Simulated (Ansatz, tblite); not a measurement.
Adding an electron: Be4⁺. The state is a doublet with charge 1. Geometry: PBE/def2-TZVP. Ansatz, gas phase; energy differences of separate SCF runs; the reduced species is a triplet (the singlet lies 0.53 eV higher at PBE0/def2-TZVP).

```xyz
4

Be   -0.414   -1.140    0.910
Be    1.151    0.326    0.932
Be   -1.152   -0.326   -0.932
Be    0.414    1.140   -0.910
```

The xTB rows come from tblite. The structure comes from a short search, and lower isomers may exist.

| level | −HOMO (eV) | −LUMO (eV) | vertical EA (eV) | HOMO–LUMO gap (eV) |
| --- | --- | --- | --- | --- |
| GFN1-xTB | – | – | 10.30 | – |
| PBE/def2-TZVP | 9.20 | 8.87 | 6.49 | 0.33 |

Task: Estimate the rows for r2SCAN/def2-TZVP, PBE0/def2-TZVP.

Result: 
| level | −HOMO (eV) | −LUMO (eV) | vertical EA (eV) | HOMO–LUMO gap (eV) |
| --- | --- | --- | --- | --- |
| r2SCAN/def2-TZVP | 9.41 | 8.62 | 6.50 | 0.78 |
| PBE0/def2-TZVP | 10.07 | 7.98 | 6.36 | 2.09 |

  HOMO and LUMO are the levels of the spin that leaves or enters (xTB has no such levels and no spin-polarisation term). Other spin states of the ions may lie lower, which would lower the ionisation energy or raise the affinity. Raw xTB energy differences between charge states are shifted by several eV; the methods need an empirical correction for them.
